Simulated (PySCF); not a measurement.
H4SSn, SMILES [SH][SnH3].

Geometry: B3LYP-D3(BJ)/def2-TZVP. The def2 effective core potentials stand for the cores of Sn; spin–orbit coupling is left out.

These are C-PCM-PBE0/def2-SVP (PySCF) values and carry that method's errors.

The values are the electrostatic part of the solvation free energy, E(continuum) − E(gas) at the gas-phase geometry, in a cavity of scaled van der Waals radii (PySCF's table); cavitation and dispersion terms are not included. A continuum can't describe solvent molecules that bind to the metal. In vacuum the orbital gap is 6.69 eV. The dipole moment in vacuum is 1.68 D.

```csv
solvent,ε,ΔG(elec) (kcal/mol),dipole (D),gap (eV)
water,78.36,-2.8,2.29,6.92
benzene,2.27,-1.5,1.98,6.81
tetrahydrofuran,7.43,-2.4,2.19,6.89
```
